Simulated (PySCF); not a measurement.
Gas-phase reaction: Ge(CH₃)₄ ⇌ CH₃GeH₃ + 3 C + 3 H₂

Computed with PySCF and rigid-rotor harmonic-oscillator thermochemistry at 1 bar. † marks an energy on the PBE0/def2-TZVP geometry and frequencies; other levels use their own. MP2 freezes the core. Open shells (unrestricted): C (multiplicity 3, electronic degeneracy 9); the rest are closed-shell singlets. Spin-orbit splitting is ignored; it lowers the true energy and changes the entropy of C. B3LYP is the form with VWN-RPA correlation. Ge: all electrons, no relativistic terms. MP2 isn't extrapolated to the basis-set limit; its ΔH°(298 K) is 2306.7 kJ in def2-SVP and 2349.4 kJ in def2-TZVPP. The harmonic model lacks anharmonicity and excited electronic states, which grow with temperature; levels with a mode under 35 cm⁻¹ are left out. Internal rotation in Ge(CH₃)₄, CH₃GeH₃ is treated as a harmonic vibration of one conformer, which makes the entropy rough.

| level | ΔE electronic, kJ | ΔH°(298 K), kJ | ΔS°(298 K), J/K | ΔG°(1200 K), kJ |
|---|---|---|---|---|
| B3LYP/def2-TZVP† | 2364 | 2246 | 757 | 1308 |
| MP2/def2-TZVPP† | 2467 | 2349 | 757 | 1412 |
| PBE/def2-SVP | 2560 | 2446 | 756 | 1512 |
| PBE/def2-TZVP† | 2514 | 2396 | 757 | 1458 |
| PBE0/def2-SVP† | 2533 | 2415 | 757 | 1478 |
| PBE0/def2-TZVP | 2486 | 2368 | 757 | 1430 |
| r2SCAN/def2-TZVP† | 2438 | 2320 | 757 | 1383 |
| ωB97X-V/def2-TZVP† | 2435 | 2316 | 757 | 1379 |
ΔH° is lowest at B3LYP/def2-TZVP† and highest at PBE/def2-SVP. No reference value is set beside these.
